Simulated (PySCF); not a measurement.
o-cresol, C7H8O.
Numbering: `[CH3:1][c:2]1[cH:3][cH:4][cH:5][cH:6][c:7]1[OH:8]` (hydrogens: H9, H10, H11 on C1; H12 on C3; H13 on C4; H14 on C5; H15 on C6; H16 on O8)

Structure used (PBE0-D3(BJ)/def2-SVP), in Å, numbered top down from 1:
```xyz
16
C7H8O angstrom
C     -1.8702   -0.9780   -0.6195
C     -0.4499   -0.5943   -0.3219
C      0.6168   -1.4708   -0.5365
C      1.9319   -1.1034   -0.2599
C      2.1927    0.1708    0.2430
C      1.1493    1.0630    0.4671
C     -0.1661    0.6857    0.1884
O     -1.1440    1.5886    0.4260
H     -2.3235   -0.3222   -1.3843
H     -1.9310   -2.0056   -1.0017
H     -2.5089   -0.9306    0.2806
H      0.4030   -2.4678   -0.9318
H      2.7472   -1.8078   -0.4364
H      3.2183    0.4756    0.4639
H      1.3285    2.0655    0.8600
H     -1.9948    1.2061    0.1880
```

Theory: TDDFT PBE0/def2-SVPD, vertical, gas phase, core orbitals frozen in the response (PySCF).

Computed states:

```json
{"state": "S1", "E (eV)": "5.14", "f": "0.036"}
{"state": "S2", "E (eV)": "5.76", "f": "0.0027"}
{"state": "S3", "E (eV)": "5.89", "f": "0.024"}
{"state": "S4", "E (eV)": "6.51", "f": "0.0037"}
{"state": "S5", "E (eV)": "6.59", "f": "0.0003"}
{"state": "S6", "E (eV)": "6.80", "f": "0.417"}
{"state": "S7", "E (eV)": "6.85", "f": "0.651"}
{"state": "S8", "E (eV)": "6.95", "f": "0.0004"}
{"state": "S9", "E (eV)": "7.19", "f": "0.0001"}
{"state": "S10", "E (eV)": "7.37", "f": "0.0047"}
```

Broadening: Gaussians 0.5 eV wide at half height, area fixed by f = 4.319×10⁻⁹ ∫ε dν̃. The width is an assumption, not a result. The curve ends short of the highest state used, and states not computed would add to its high-energy end.

(1) What does the envelope look like, and where are its maxima?

(2) Coming from long wavelengths, where does ε first pass 100 L mol⁻¹ cm⁻¹?

(3) On this curve, what absorbance would a 10⁻⁵ mol/L sample give at 222 nm over a 1 cm path?

## Answers

(1) 
(E (eV), ε (L mol⁻¹ cm⁻¹)): (4.39, 4), (4.43, 7), (4.48, 15), (4.52, 27), (4.56, 46), (4.61, 86), (4.65, 135), (4.69, 205), (4.74, 329), (4.78, 462), (4.82, 624), (4.87, 867), (4.91, 1082), (4.95, 1305), (5.00, 1568), (5.04, 1745), (5.08, 1875), (5.13, 1952), (5.17, 1939), (5.21, 1861), (5.26, 1689), (5.30, 1511), (5.34, 1318), (5.39, 1088), (5.43, 933), (5.47, 820), (5.52, 748), (5.56, 749), (5.60, 797), (5.65, 911), (5.69, 1029), (5.73, 1154), (5.78, 1296), (5.82, 1381), (5.86, 1428), (5.91, 1425), (5.95, 1375), (5.99, 1292), (6.04, 1165), (6.08, 1074), (6.12, 1027), (6.17, 1097), (6.21, 1327), (6.25, 1795), (6.30, 2866), (6.34, 4257), (6.38, 6267), (6.43, 9841), (6.47, 13665), (6.51, 18374), (6.56, 25384), (6.60, 31638), (6.64, 38098), (6.69, 45776), (6.73, 50986), (6.77, 54847)

Maxima: 241 nm (5.14 eV), ε about 2000, made up of S1 (100%); 211 nm (5.88 eV), ε about 1400, made up of S3 (91%) (ε in L mol⁻¹ cm⁻¹; maxima over ε = 5, shares over 10%). At its high-energy end, 6.77 eV, the curve is still rising (ε about 55000, from S6 and S7).

(2) At about 268 nm (4.62 eV), 0.52 eV below S1.

(3) 222 nm is 5.585 eV, where ε is about 770 L mol⁻¹ cm⁻¹, so A = ε c l ≈ 0.0077 (Beer–Lambert, with the gas-phase spectrum and the assumed width).

The vertical ionisation energy (ΔSCF) is 8.28 eV, 0.91 eV above S10.

Hardware: one thread of an Arm Neoverse V2, no GPU, on a shared host. Cost: 2.2 min of wall time.

One conformer stands for the species.
